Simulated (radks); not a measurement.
Values are calculated unless marked as measured or tabulated.
Spherical jellium clusters: N electrons in a uniform positive sphere of charge N and radius rs N^(1/3), rs = 4.58 bohr. Level of theory: non-relativistic Kohn-Sham, LDA (Slater exchange, Perdew-Wang correlation), spin-polarised, spherical densities (a radial shooting solver with Libxc functionals). Levels are named by radial order and angular momentum (1s, 1p, 1d, 2s, ...), and open shells are averaged over m.

N = 13, configuration 1s2 1p6 1d(up 5, down 0). This is the lowest configuration that the search found. Occupied and some empty levels:

| level | occupation | eigenvalue (eV) | <r> (bohr) |
|---|---|---|---|
| 1s up | 1 | -4.3245 | 6.944 |
| 1s down | 1 | -3.9893 | 6.576 |
| 1p up | 3 | -3.5947 | 8.132 |
| 1p down | 3 | -3.1760 | 8.066 |
| 1d up | 5 | -2.6529 | 9.065 |
| 1d down | 0 | -2.2197 | 9.179 |
| 2s up | 0 | -2.1336 | 7.801 |
| 2s down | 0 | -1.9303 | 8.063 |
| 1f up | 0 | -1.5661 | 9.995 |
| 1f down | 0 | -1.1620 | 10.29 |
| 2p up | 0 | -1.0609 | 10.20 |
| 2p down | 0 | -0.85851 | 10.61 |

Energy (eV): total -23.4360, kinetic 18.395, external -506.16, Hartree 250.55, exchange-correlation -42.440, background 256.22.
